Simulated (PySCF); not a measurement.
## Core-level binding energies of `C#CC(=S)C#CC`

C6H4S.
Cartesian coordinates in Å at the GFN2-xTB level; atoms count from 1:
```xyz
11
C6H4S angstrom
C      3.1003   -0.3243    1.2227
C      2.2850   -0.0153    0.3932
C      1.3858    0.3663   -0.6190
S      1.9269    1.0772   -2.0058
C      0.0255    0.1113   -0.4007
C     -1.1593   -0.0843   -0.2734
C     -2.5667   -0.3290   -0.1043
H      3.8016   -0.5992    1.9536
H     -2.7364   -1.0269    0.7153
H     -2.9813   -0.7426   -1.0235
H     -3.0761    0.6095    0.1160
```

Method: PySCF, delta-SCF UKS SCAN, pcX-2 on the ionised atom, pcseg-1 elsewhere, spin-free X2C. These are vertical core ionisation energies against the vacuum level, from separate self-consistent calculations with and without the core hole.

Task: List the computed XPS lines with their assignment.

Result: 
```
atom(s)             environment  level  binding energy (eV)  above the level's lowest (eV)  count
     S4     thiocarbonyl sulfur   S 1s              2475.85                           0.00      1
     C7      propargylic carbon   C 1s               291.90                          +1.48      1
     C2           alkyne carbon   C 1s               290.98                          +0.56      1
     C5           alkyne carbon   C 1s               290.52                          +0.10      1
     C1  terminal alkyne carbon   C 1s               290.42                           0.00      1
```

Lowest listed C 1s: C1, bonded to C (triple bond) and H. Highest, 1.48 eV above it: C7, bonded to C and 3 H. The widest gap between neighbouring values is 0.92 eV, between 290.98 and 291.90 eV.

Task: Which photon wavelength matches the C 1s of C7 threshold?

Result: λ = hc/E = 12398.42 eV Å / 291.90 eV = 42.475 Å.

The list is incomplete; no value stands for C 1s of C3, C6 (hole states with ⟨S²⟩ of 1 or more are left out). The unrestricted hole states depart most from a pure doublet (⟨S²⟩ = 0.75; over 0.85 named) for C 1s of C1 (0.95), C 1s of C2 (0.94) and C 1s of C5 (0.92), which makes these values less certain. Isolated species at its GFN2-xTB geometry, gas phase.

Hardware: Arm Neoverse N1, one thread, shared host with 64 logical CPUs at a one-minute load of 58. Cost: 3.3 min of wall time, 0.45 GiB resident at most.
